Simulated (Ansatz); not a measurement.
Two isomers of C4H6Si: A = `C=C=C1C[SiH2]1`, B = `C1=C[SiH2]C=C1`.

Program: Ansatz. Geometries: PBE0-D4/def2-TZVP. ΔE: electronic, gas phase. CBS: MP2 limit from def2 TZ/QZ plus the TZ coupled-cluster correction, frozen cores. DFT in def2-TZVPP. B3LYP here is the variant with VWN-RPA as its local correlation; programs differ in this.

**Question.** Which isomer does CCSD(T)/CBS put lower? Give the gap. (Estimate.)

**Answer.** Ansatz gave: B, by 48.6 kcal/mol.

**Question.** Give E(B) − E(A) in kcal/mol with r2SCAN-D4, CCSD(T)/def2-TZVPP, BLYP-D4, CCSD/def2-TZVPP, B3LYP-D4, CCSD(T)/def2-SVP, ωB97M-V. (Estimate.)

**Answer.** Computed: r2SCAN-D4 -42.4, CCSD(T)/def2-TZVPP -48.3, BLYP-D4 -41.2, CCSD/def2-TZVPP -48.5, B3LYP-D4 -43.8, CCSD(T)/def2-SVP -48.5, ωB97M-V -45.9. None reverses the order clearly.

**Question.** Does the order hold for the free energy at 298.15 K (harmonic terms from PBE0-D4)? (An estimate is asked.)

**Answer.** Computed: Yes: G(B) − G(A) = -45.2 kcal/mol.

Largest T1 diagnostic: 0.013.

Leaving LDA and LC-ωPBE aside and taking each functional with its dispersion term where it has one, the values, not all of them listed here, spread over 6.9 kcal/mol, from BHLYP-D4 to PBE-D4. LDA lies −2.0 kcal/mol from PBE without D4. From PBE to PBE0 (25 % exact exchange), in def2-TZVPP and without D4, E(B) − E(A) moves by −3.8 kcal/mol.
